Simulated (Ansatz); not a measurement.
`FB(Cl)Br` + `C=N` → `C=NB(F)Cl` + HBr  (ligand exchange at a B–Br bond)

Calculated with Ansatz (gas phase, PBE0-D4/def2-TZVP geometries, no zero-point term in ΔE). CBS: MP2 limit from def2 TZ/QZ plus the TZ coupled-cluster correction, frozen cores. This one scheme is used for every species. DFT in def2-TZVPP. B3LYP here is the variant with VWN-RPA as its local correlation; programs differ in this. For Br outer-core shells are correlated without core-valence functions, which leaves a few kJ/mol of doubt a bond. Scalar relativity is left out up to krypton. One conformer a species, not always the lowest.

CCSD(T)/CBS gives -0.7 kcal/mol.

Another level gave -3.7 kcal/mol. Which?
A. B3LYP/def2-TZVPP
B. LC-ωPBE/def2-TZVPP
C. revPBE/def2-TZVPP
D. LDA (SPW92)/def2-TZVPP

A. B3LYP -3.7, LC-ωPBE -2.6, LDA (SPW92) -5.2, revPBE -1.6 kcal/mol.

What do rigid-rotor, harmonic-oscillator terms from PBE0-D4/def2-TZVP frequencies (298.15 K, 1 bar) make of the CCSD(T)/CBS value? (Best estimate.)

Ansatz gave: ΔZPE = -2.2 kcal/mol, ΔH = -2.5 kcal/mol, ΔS = -15 J/(mol·K), ΔG = -1.4 kcal/mol.

Largest T1 diagnostic among the species: 0.013.

Leaving LDA and LC-ωPBE aside and taking each functional with its dispersion term where it has one, the values, not all of them listed here, spread over 3.0 kcal/mol, from CAM-B3LYP-D4 to PBE-QIDH. LDA lies −2.8 kcal/mol from PBE without D4. At CCSD(T), def2-SVP lies −2.3 kcal/mol from the extrapolated value and def2-TZVPP −0.1 kcal/mol. In def2-TZVPP, CCSD(T) changes the Hartree–Fock value by +2.1 kcal/mol (the triples alone add +0.4 kcal/mol) and MP2 by +2.7 kcal/mol.
